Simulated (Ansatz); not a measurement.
Compare A (`CB(O)CO`) with its isomer B (`CCB(O)O`).

Calculated with Ansatz (gas phase, PBE0-D4/def2-TZVP geometries, no zero-point term in ΔE). CBS: MP2 limit from def2 TZ/QZ plus the TZ coupled-cluster correction, frozen cores. Functionals use def2-TZVPP. B3LYP here is the variant with VWN-RPA as its local correlation; programs differ in this. Each species was taken in one conformer, which may not be the lowest.

Q: Which isomer does CCSD(T)/CBS put lower? Give the gap. (An estimate is asked.)

A: The calculation gave: B, by 187.2 kJ/mol.

Q: Give E(B) − E(A) in kJ/mol with B3LYP-D4, PBE-D4, B3LYP, B2PLYP, MP2/def2-TZVPP, CCSD(T)/def2-TZVPP, r2SCAN-D4. (Best estimate.)

A: The calculation gave: B3LYP-D4 -181.7, PBE-D4 -176.9, B3LYP -181.5, B2PLYP -186.1, MP2/def2-TZVPP -193.1, CCSD(T)/def2-TZVPP -187.2, r2SCAN-D4 -184.8. None reverses the order clearly.

Largest T1 diagnostic: 0.012.

From PBE to PBE0 (25 % exact exchange), in def2-TZVPP and without D4, E(B) − E(A) moves by −5.3 kJ/mol.
